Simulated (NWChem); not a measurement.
**CH$_{2}$F (+1)**

```xyz
4

C      0.0000     0.0000    -0.5879
F      0.0000     0.0000     0.6355
H     -0.9845     0.0000    -1.0961
H      0.9845     0.0000    -1.0961
```
Charge +1, spin multiplicity 1.

Program: NWChem. All single points use one geometry, from PBE0/def2-SVP, a minimum by its harmonic frequencies.

Static limit.

B3LYP has NWChem's definition, with VWN1-RPA local correlation. The spin multiplicity of the parent species was assumed, not shown to be that of its ground state. The structure started from a generated list of species.

### Question
Give the polarisability tensor in bohr³ at B3LYP/Sadlej pVTZ, VWN1-RPA local correlation, in the frame of the coordinates, and its isotropic mean.

### Answer
```
10.96   0.00   0.00
 0.00   7.94   0.00
 0.00   0.00  12.89
```
Mean (one third of the trace): 10.60 bohr³.
